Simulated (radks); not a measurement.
Q: The table gives one normalised radial function P(r) = r R(r) (large component) of As16+ in [Ne] 3s2 3p5 (r in bohr). Method: Dirac Kohn-Sham, PBEsol, spin-unpolarised, spherical densities, point nucleus; open shells are shared between the two j in proportion to 2j + 1; computed with a radial shooting solver on a logarithmic mesh with Libxc functionals.

r	P
0.001703	0.0028
0.001905	0.0033
0.002131	0.0039
0.002384	0.0047
0.002666	0.0056
0.002982	0.0066
0.003336	0.0080
0.003701	0.0095
0.00414	0.0114
0.00463	0.0137
0.005179	0.0165
0.005793	0.0200
0.006479	0.0241
0.007247	0.0292
0.008106	0.0353
0.009067	0.0426
0.01014	0.0515
0.01134	0.0622
0.01269	0.0750
0.01419	0.0903
0.01587	0.1085
0.01775	0.1301
0.01986	0.1555
0.02204	0.1829
0.02465	0.2170
0.02757	0.2564
0.03083	0.3012
0.03449	0.3518
0.03858	0.4080
0.04315	0.4694
0.04826	0.5352
0.05398	0.6038
0.06038	0.6730
0.06753	0.7398
0.07554	0.8000
0.08449	0.8487
0.0945	0.8798
0.1057	0.8866
0.1182	0.8621
0.1312	0.8052
0.1467	0.7019
0.1641	0.5513
0.1836	0.3528
0.2053	0.1101
0.2297	-0.1682
0.2569	-0.4678
0.2873	-0.7694
0.3214	-1.0504
0.3595	-1.2865
0.4021	-1.4550
0.4497	-1.5387
0.503	-1.5296
0.5626	-1.4315
0.6293	-1.2599
0.7039	-1.0401
0.781	-0.8192
0.8736	-0.5905
0.9771	-0.3935
1.093	-0.2406
1.222	-0.1336
1.367	-0.0667
1.529	-0.0296
1.711	-0.0115

Which n and l does it have? It may be an empty orbital.

A: n = 3, l = 1: the number of nodes gives n - l - 1 = 1, the rise at small r points to l (for j = l - 1/2 the large component starts as r^gamma with gamma = sqrt(l^2 - (Z/c)^2) = 0.97 and the r^(l+1) term takes over further out; the orbital of l - 1 with the same j starts with the same power, but with a larger coefficient, and does not steepen), and the extent must fit the shell. The curve is that of 3p1/2; the two j differ most near the nucleus, where j = l - 1/2 has the larger amplitude, and in heavy atoms j = l - 1/2 is also the more compact. 3p1/2: eigenvalue -617.33 eV, 1 radial node at r = 0.215 bohr, <r> = 0.514 bohr, 90 % of the charge inside 0.765 bohr.
